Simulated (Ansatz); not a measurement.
Ansatz (a first-principles code) input:

Ansatz 0.2 input:
```yaml
crystal:
  periodic: [false, false, false]
  atoms:
    - {symbol: Pb, position_ang: [0.00287726, 0.00331022, 0.46954697]}
    - {symbol: Cl, position_ang: [1.23637282, 1.42415907, -1.15015183]}
    - {symbol: Cl, position_ang: [-1.25025137, -1.44012601, -1.11472177]}
basis:
  gaussian:
    orbitals: def2-TZVP
hamiltonian:
  xc: b3lyp
  dispersion: d3bj
phonons: {temperatures: {t_min: 298.15, t_max: 298.15, t_step: 100}}
```

Problem. Which total energy does the run end on?

Solution. -1113.52583 Eh (B3LYP-D3(BJ)/def2-TZVP). The basis has 124 functions.
